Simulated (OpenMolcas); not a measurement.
# Computed transition rates of F3+

```json
{
  "Program": "OpenMolcas 26.06",
  "Method": "SS-RASPT2, IPEA 0.25 Eh, imaginary shift 0.1 Eh (closed shells correlated: 1s 2s)",
  "Basis": "ANO-RCC [8s7p4d3f2g]",
  "Scalar Hamiltonian": "DKH2, point nucleus",
  "Active space": "2 electrons in 9 orbitals (RAS2 2p; RAS3 3s 3d, at most 1 electron)",
  "State averaging": "2S+1 = 3 even, 3 roots; 2S+1 = 1 even, 6 roots",
  "Spin-orbit coupling": "RASSI with atomic mean-field integrals over the reference wave functions, term energies averaged over their components"
}
```

Rates come from the transition moments of the reference wave functions (E1 and E2 in the length form). At fixed line strength A goes as λ^-3 for E1 and M1 and as λ^-5 for E2, so a rate at the computed wavelength can be rescaled to the measured one. Measured vacuum wavelengths follow from level energies in Moore, Atomic Energy Levels, vol. I, NSRDS-NBS 35 (1971 reprint of NBS Circular 467, 1949). Branching counts decays inside the model space alone, at computed energies, and the table is only a selection of the E2 and M1 lines, drawn from those between levels with measured partners whose computed energy lies within a factor of 1.5 of the measured one.

```json
{"Upper": "2s2 2p2 1S0", "Lower": "2s2 2p2 1D2", "Type": "E2", "λ computed (nm)": "293.5", "λ measured (nm)": "353.3", "A computed (s-1)": "5.93e+00", "A rescaled (s-1)": "2.35e+00", "Branching %": "83.2"}
{"Upper": "2s2 2p2 1S0", "Lower": "2s2 2p2 3P1", "Type": "M1", "λ computed (nm)": "168.5", "λ measured (nm)": "187.6", "A computed (s-1)": "1.19e+00", "A rescaled (s-1)": "", "Branching %": "16.8"}
{"Upper": "2s2 2p2 1D2", "Lower": "2s2 2p2 3P2", "Type": "M1", "λ computed (nm)": "402.3", "λ measured (nm)": "406", "A computed (s-1)": "9.45e-02", "A rescaled (s-1)": "", "Branching %": "73.9"}
{"Upper": "2s2 2p2 1D2", "Lower": "2s2 2p2 3P1", "Type": "M1", "λ computed (nm)": "395.4", "λ measured (nm)": "399.7", "A computed (s-1)": "3.32e-02", "A rescaled (s-1)": "", "Branching %": "26.0"}
{"Upper": "2s2 2p2 3P2", "Lower": "2s2 2p2 3P1", "Type": "M1", "λ computed (nm)": "23110", "λ measured (nm)": "25760", "A computed (s-1)": "1.10e-03", "A rescaled (s-1)": "7.94e-04", "Branching %": "100.0"}
{"Upper": "2s2 2p2 3P1", "Lower": "2s2 2p2 3P0", "Type": "M1", "λ computed (nm)": "44540", "λ measured (nm)": "44400", "A computed (s-1)": "2.04e-04", "A rescaled (s-1)": "2.06e-04", "Branching %": "100.0"}
```

Spin-changing lines and M1 lines between different terms are not rescaled, since their strength hangs on the term gaps too.

The largest correction is for 2s2 2p2 1S0 → 2s2 2p2 1D2 (E2): 5.93e+00 × (293.5 / 353.3)^5 = 2.35e+00 s-1, a factor of 0.40.

The computed rate and branching of 2s2 2p2 3P1 → 2s2 2p2 3P0 give the upper level a radiative lifetime of 1.000 / 2.04e-04 s-1 = 4.90e+03 s, counting decays inside the model space alone. The rescaled rate gives about 4.9e+03 s.

No measured rate stands beside these. Rescaling mends the energy factor alone: line strengths can still be far off where a level mixes with configurations outside the active space, and weak or spin-changing lines hang on small mixing coefficients that depend on the term gaps too, so rescaling need not improve them.

CASPT2 does not keep the components of a term degenerate, so their means are used; among the terms shown or strongly mixed into the levels shown the widest spread is 63 cm-1 (2s2 2p2 1D). With the s shell closed, the reference lacks s² → p² mixing. Computed and measured levels are paired by configuration, term and J; levels that our copy of the source lacks, or whose pairing is in doubt (as where it misses far off the trend of its configuration), stay unpaired. Levels of configurations outside the active space are missing.
